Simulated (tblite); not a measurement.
Species: C7H6FO (doublet state).
SMILES with atom numbers: `[O:1][CH2:2][c:3]1[cH:4][cH:5][cH:6][cH:7][c:8]1[F:9]` (hydrogens: H10, H11 on C2; H12 on C4; H13 on C5; H14 on C6; H15 on C7)

Structure optimised with GFN2-xTB, isolated species. This method treats the open shell by occupation alone, without spin polarisation.

Question: What internal coordinates does the optimisation give?

Answer: 
| bond | length (pm) |
| --- | --- |
| O1–C2 | 130.4 |
| C2–C3 | 150.5 |
| C3–C4 | 139.2 |
| C4–C5 | 138.1 |
| C5–C6 | 138.8 |
| C6–C7 | 138.6 |
| C7–C8 | 138.0 |
| C8–F9 | 135.3 |
| C3–C8 | 139.4 |
| C2–H10, C2–H11 | 112.4 |
| C4–H12 | 108.0 |
| C5–H13 | 107.9 |
| C6–H14 | 107.9 |
| C7–H15 | 107.8 |

Bonds in one row agree within 1 pm and their mean is given. A selection of angles:
| angle | degrees |
| --- | --- |
| O1–C2–C3 | 118.7 |
| C2–C3–C4 | 121.5 |
| C2–C3–C8 | 120.6 |
| C4–C3–C8 | 117.8 |
| C3–C4–C5 | 120.7 |
| C4–C5–C6 | 120.2 |
| C5–C6–C7 | 120.3 |
| C6–C7–C8 | 118.7 |
| C7–C8–F9 | 119.0 |
| C3–C8–C7 | 122.3 |
| C3–C8–F9 | 118.7 |

Dihedral angles: O1–C2–C3–C4 0° (synperiplanar).

C8 (carbon bonded to 2 C and F) is planar (angles 122.3°, 119.0° and 118.7°, sum 360.0°, 0.00 Å off the plane of its three neighbours). C6 (carbon bonded to 2 C and H) is planar (angles 120.3°, 120.2° and 119.5°, sum 360.0°, 0.00 Å off the plane of its three neighbours). C5 (carbon bonded to 2 C and H) is planar (angles 120.2°, 119.9° and 119.8°, sum 360.0°, 0.00 Å off the plane of its three neighbours). The C–C distances run from 1.380 Å (C7–C8, aromatic) to 1.505 Å (C2–C3, drawn single), a spread of 0.125 Å. Of the pairs four or more bonds apart, O1···H12 is among the closest relative to their van der Waals radii: 2.50 Å, 92 % of the sum of Bondi's values. C7 (carbon bonded to 2 C and H) is planar (angles 121.7°, 119.6° and 118.7°, sum 360.0°, 0.00 Å off the plane of its three neighbours). The 9 heavy atoms lie in one plane (0.002 Å rms).

Point group: Cs (every atom within 0.08 Å of its image). Its GFN2-xTB frequencies are all real (lowest 76 cm⁻¹).

Hardware: an Arm Neoverse V2 with one thread, no GPU, shared host with 32 logical CPUs at a one-minute load of 9.1. Cost: 0.3 s of wall time. These figures are those of the optimisation.

One conformer stands for the species.

All values are computed, not measured.
